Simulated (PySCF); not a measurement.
²⁹Si chemical shifts

Theory: GFN2-xTB geometry, shieldings: GIAO PBE0/pcSseg-1, in PySCF 2.14.0 with density-fitted response routines (isolated molecule, equivalent nuclei averaged, one computed conformer, non-relativistic Hamiltonian).

Shieldings were converted by a linear fit to measured shifts: ²⁹Si: δ = 279.94 − 0.822σ (rms 8.9 ppm, 72 shifts, 25.8 ppm with the 6 outliers that the fit left out vs TMS, solution or neat liquid). Occasional misses reach two or three times the rms, and more in compound classes unlike the fitted ones.

Q: Give the ²⁹Si shifts of `CC(S[SiH3])=C1C=CC=C1`, `C=C1[SiH2]CC=C1C(C)=S`, `C=C[C@@H]1CCC[Si@]1(F)P`, `OC[C@@H]1O[Si@@H](F)O[SiH2]1`, `C#C[C@H]1CCC=CS[SiH2]1`.

A: 
```tsv
compound	environment	δ (ppm)
CC(S[SiH3])=C1C=CC=C1	silicon bonded to S, 3 H	-36.9
C=C1[SiH2]CC=C1C(C)=S	silicon bonded to 2 C, 2 H, in a 5-membered ring	-29.8
C=C[C@@H]1CCC[Si@]1(F)P	silicon bonded to 2 C, F, P, in a 5-membered ring	51.3
[OH:1][CH2:2][C@@H:3]1[O:4][Si@@H:5]([F:6])[O:7][SiH2:8]1	Si8: silicon bonded to C, O, 2 H, in a 5-membered ring	-23.3
[OH:1][CH2:2][C@@H:3]1[O:4][Si@@H:5]([F:6])[O:7][SiH2:8]1	Si5: silicon bonded to F, 2 O, H, in a 5-membered ring	-42.9
C#C[C@H]1CCC=CS[SiH2]1	silicon bonded to C, S, 2 H, in a 7-membered ring	-32.4
```
